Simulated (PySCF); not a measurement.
**Telling isomers of C7H4FNO apart by NMR**

- coordinates at the GFN2-xTB level
- σ from GIAO-PBE0/pcSseg-1
- code: PySCF 2.14
- single conformer, isolated molecule, rapidly exchanging positions averaged, non-relativistic Hamiltonian

References, each an isolated molecule treated in the same way: TMS for $^{1}$H (31.72 ppm) and $^{13}$C (186.93 ppm). Splittings of carbon signals by F and P are missing where no couplings were computed. Where no couplings were computed, multiplicities follow the n + 1 count of equivalent neighbours, and m marks all less simple cases (inequivalent or close neighbours, rings, F or P nearby). Shifts are as computed. Against solution values, carbons near 30 ppm lie about +3 ppm off and those near 130 ppm about +5 ppm. Of 1211 compounds with measured shifts, 218 miss one by over three times the rms of a fit or turn the order of signals round; such compounds aren't used in these exercises. OH and NH positions are gas-phase values without hydrogen bonding to other molecules.

(1) Tabulate the signals of `N#Cc1cccc(O)c1F`, `O=C=Nc1ccc(F)cc1`, `O=C=Nc1cccc(F)c1` and their relative energies.

(2) What is the quickest way to tell O=C=Nc1ccc(F)cc1 from O=C=Nc1cccc(F)c1?

(3) What is the quickest way to tell N#Cc1cccc(O)c1F from O=C=Nc1ccc(F)cc1?

(4) What is the quickest way to tell N#Cc1cccc(O)c1F from O=C=Nc1cccc(F)c1?

Results:

(1) 
```json
{"SMILES": "N#Cc1cccc(O)c1F", "carbon types": "4×C 3×CH", "δC": "161.9, 152.7, 131.1, 130.9, 126.8, 119.1, 106.7", "δH": "7.52 (m, 1H), 7.45 (m, 1H), 7.38 (m, 1H), 5.41 (br s, 1H)", "E rel. (kcal/mol)": "17.2"}
{"SMILES": "O=C=Nc1ccc(F)cc1", "carbon types": "3×C 4×CH", "δC": "169.7, 133.7, 133.0, 127.0, 122.8", "δH": "7.36 (m, 2H), 7.33 (m, 2H)", "E rel. (kcal/mol)": "0.4"}
{"SMILES": "O=C=Nc1cccc(F)c1", "carbon types": "3×C 4×CH", "δC": "173.9, 140.0, 136.5, 127.9, 126.9, 118.1, 117.8", "δH": "7.59 (m, 1H), 7.14 (m, 1H), 7.11 (m, 1H), 7.09 (d, 1H)", "E rel. (kcal/mol)": "0.0"}
```

Energies are electronic energies at PBE0/pcSseg-1 on these geometries, without zero-point or thermal terms, each for the one conformer computed, which needn't be the lowest.

(2) Count the carbon signals: 5 against 7. The first has an aromatic carbon bearing nitrogen (C) at 133.7 ppm, the second an aromatic carbon bearing nitrogen (C) at 140.0 ppm. Their most deshielded carbons lie at 169.7 and 173.9 ppm.

(3) Count the carbon signals: 7 against 5. The first has a substituted aromatic carbon (C) at 106.7 ppm, the second an aromatic carbon bearing nitrogen (C) at 133.7 ppm. Their most deshielded carbons lie at 161.9 and 169.7 ppm.

(4) Both give the same number of carbon signals, but DEPT or the intensities differ. The first has a substituted aromatic carbon (C) at 106.7 ppm, the second an aromatic carbon bearing nitrogen (C) at 140.0 ppm. Their most deshielded carbons lie at 161.9 and 173.9 ppm.
